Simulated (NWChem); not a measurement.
System: C2H6FNSi; SMILES C/N=C\[SiH2]F

Here is an NWChem input.

```
start job
memory heap 200 mb stack 900 mb global 1100 mb
geometry units angstroms noautosym nocenter noautoz
  C      0.591430     2.278345     0.088788
  N     -0.732596     1.689327     0.158338
  C     -0.856974     0.422398     0.082126
  Si     0.463111    -0.935449    -0.120048
  F     -0.377872    -2.317827    -0.144740
  H      0.766229     2.862133     1.000187
  H      1.421449     1.559390    -0.029145
  H      0.620973     2.981796    -0.751624
  H     -1.887766     0.044490     0.141779
  H      1.414141    -0.978641     1.021217
  H      1.213674    -0.813493    -1.396994
end
basis spherical
  C library sto-3g
  N library sto-3g
  Si library sto-3g
  F library sto-3g
  H library sto-3g
end
dft
  xc hfexch
  iterations 150
end
property
  shielding 9 1 2 3 4 5 6 7 9 10
end
task dft property
```

STO-3G and 3-21G are far too small for this property and stand as cheap habits. Geometry: optimised at B3LYP/6-31G* (spherical d).

GIAO values for the isolated, static molecule; σ is the absolute isotropic shielding, δ = σ(reference) − σ with the isolated reference molecule computed at the same levels (13C: tetramethylsilane, 19F: trichlorofluoromethane, 1H: tetramethylsilane, 15N: ammonia, 29Si: tetramethylsilane).

Atoms are numbered as in the input.

**Question.** Give the results of this calculation. (Hartree-Fock/STO-3G, GIAO.) Quantities: δ C1 (ppm); δ N2 (ppm); δ C3 (ppm); δ Si4 (ppm); δ F5 (ppm); δ H9 (ppm); δ H10 (ppm).

**Answer.** 
```
Property      Value
-----------  ------
δ C1 (ppm)     46.1
δ N2 (ppm)    351.1
δ C3 (ppm)    153.6
δ Si4 (ppm)   -38.2
δ F5 (ppm)   -222.3
δ H9 (ppm)     9.53
δ H10 (ppm)    2.56
```
